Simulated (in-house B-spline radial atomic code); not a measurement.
**Excitations of Zn18+ by several methods**

Full response, energies in eV; labels give the largest channel, * marks a mixed state, a dash one above the method's threshold, and an imaginary frequency an unstable closed-shell reference. Computed with an all-electron radial atomic-structure program (B-spline basis): linear response of the closed shell [Ne] 3s2 with each method's own kernel (bare exchange for TDHF, static screening on G0W0 levels for BSE, the adiabatic kernel for functionals); scalar-relativistic (spin-free one-electron X2C), finite nucleus, no spin-orbit coupling, no double excitations, S, P, D and F terms only.

Spin-orbit coupling is strong here, so these LS terms don't match observed levels.

```json
{"method": "TDHF", "3s → 3p 3P": "36.31", "3s → 3p 1P": "55.34", "3s → 3d 3D": "105.73", "α (bohr³)": "0.1751"}
{"method": "PBE", "3s → 3p 3P": "38.94", "3s → 3p 1P": "56.09", "3s → 3d 3D": "103.08", "α (bohr³)": "0.166"}
{"method": "B97-1", "3s → 3p 3P": "?", "3s → 3p 1P": "?", "3s → 3d 3D": "?", "α (bohr³)": "?"}
{"method": "OLYP", "3s → 3p 3P": "35.03", "3s → 3p 1P": "54.48", "3s → 3d 3D": "100.50", "α (bohr³)": "0.1764"}
{"method": "LDA VWN5", "3s → 3p 3P": "?", "3s → 3p 1P": "?", "3s → 3d 3D": "?", "α (bohr³)": "?"}
{"method": "BP86", "3s → 3p 3P": "39.02", "3s → 3p 1P": "55.94", "3s → 3d 3D": "103.12", "α (bohr³)": "0.167"}
```

What does LDA VWN5 give?

3s → 3p 3P: 39.58; 3s → 3p 1P: 56.13; 3s → 3d 3D: 104.03; α: 0.1636 (eV, bohr³).

What does B97-1 give?

3s → 3p 3P: 38.29; 3s → 3p 1P: 55.54; 3s → 3d 3D: 103.68; α: 0.1704 (eV, bohr³).
